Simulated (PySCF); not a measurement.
**Gas-phase XPS of SiH3(pyrrolidide), computed**

Compound: SiH3(pyrrolidide), C4H11NSi.
Cartesian coordinates in Å at the PBE0-D3(BJ)/def2-SVP level; atoms count from 1:
```xyz
17
C4H11NSi angstrom
Si     1.1377    1.9682    0.6658
H      1.5724    2.0172    2.1039
H      2.3747    2.0880   -0.1689
H      0.2322    3.1344    0.4284
N      0.2995    0.5294    0.2030
C     -1.1399    0.3431    0.2616
C     -1.3776   -0.8246   -0.6874
C     -0.1706   -1.7126   -0.4022
C      0.9694   -0.7125   -0.1691
H     -1.6729    1.2602   -0.0400
H     -1.4975    0.0805    1.2800
H     -1.3542   -0.4663   -1.7296
H     -2.3405   -1.3301   -0.5217
H     -0.3502   -2.2980    0.5142
H      0.0535   -2.4264   -1.2082
H      1.6591   -1.0801    0.6140
H      1.5765   -0.5713   -1.0835
```

Computed with delta-SCF UKS SCAN, pcX-2 on the ionised atom, pcseg-1 elsewhere, spin-free X2C in PySCF. These are vertical core ionisation energies against the vacuum level, from separate self-consistent calculations with and without the core hole.

Q: List the computed XPS lines with their assignment.

A: 
| atom(s) | bonded to | level | binding energy (eV) | 2p1/2 (eV) | above the level's lowest (eV) | count |
| --- | --- | --- | --- | --- | --- | --- |
| Si1 | N and 3 H | Si 2p3/2 | 106.62 | 107.25 | 0.00 | 1 |
| Si1 | N and 3 H | Si 1s | 1846.49 | – | 0.00 | 1 |
| N5 | 2 C and Si | N 1s | 403.97 | – | 0.00 | 1 |
| C6/C9 | N, C and 2 H | C 1s | 291.30 | – | +0.75 | 2 |
| C7/C8 | 2 C and 2 H | C 1s | 290.55 | – | 0.00 | 2 |

The listed C 1s values span 0.75 eV, from C7/C8 (bonded to 2 C and 2 H) to C6/C9 (bonded to N, C and 2 H).

Q: Express the binding energy of Si 2p3/2 of Si1 in atomic units and per mole.

A: 106.62 eV = 3.9182 Eh = 10287 kJ/mol.

One atom of each set of topologically equivalent atoms was ionised and stands for the set; in this conformer not all members are related by symmetry, and their own values weren't computed. 2p3/2 and 2p1/2 are the ΔSCF energy of one spin-free 2p hole plus the eigenvalues of a spin–orbit and ligand-field matrix of the shell. 2p1/2 minus 2p3/2 (ligand field included): Si 0.62 eV. One conformer (not necessarily the lowest) at the PBE0-D3(BJ)/def2-SVP geometry, without solvent, vibrations or thermal averaging.

On one thread of an AMD EPYC, no GPU, shared host with 64 logical CPUs at a one-minute load of 56, this took 91 s of wall time and 0.66 GiB of memory at its peak.
